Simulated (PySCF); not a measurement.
CH₂ClFO₂Si, SMILES O=CO[Si@@H](F)Cl. Heavy atoms are numbered as in [O:1]=[CH:2][O:3][Si@@H:4]([F:5])[Cl:6]. Hydrogens are named by the atom that carries them.

Geometry: B3LYP-D3(BJ)/def2-SVP. The structure was generated by enumeration; whether it is a known compound was not checked. One conformer was computed; it need not be the lowest.

These are PBE0/pcSseg-1 run with PySCF values and carry that method's errors.

GIAO shieldings, no solvent; atoms alike by connectivity are averaged. δ = σ(ref) − σ: ¹⁷O against H2O (σ = 334.2 ppm); ¹³C against TMS (σ = 186.3 ppm); ²⁹Si against TMS (σ = 352.7 ppm); ¹⁹F against CFCl3 (σ = 167.2 ppm); ³⁵Cl against HCl (σ = 945.9 ppm); ¹H against TMS (σ = 31.56 ppm), references at their B3LYP-D3(BJ)/def2-TZVP geometries, non-relativistic (without spin–orbit terms, shifts of atoms bonded to Cl or Br come out too high).

| atoms | nucleus | count | δ (ppm) |
|---|---|---|---|
| O1 | ¹⁷O | 1 | ? |
| O3 | ¹⁷O | 1 | 246.3 |
| C2 (CH) | ¹³C | 1 | ? |
| Si4 (SiH) | ²⁹Si | 1 | -28.7 |
| F5 | ¹⁹F | 1 | -135.0 |
| Cl6 | ³⁵Cl | 1 | ? |
| H on C2 | ¹H | 1 | 8.06 |
| H on Si4 | ¹H | 1 | ? |

Question: Complete the blanks. (An estimate is asked for; the answer gives what the named calculation found.)

Answer: 
- Cl6, δ (ppm): 86.2
- H on Si4, δ (ppm): 5.36
- C2 (CH), δ (ppm): 164.0
- O1, δ (ppm): 496.2
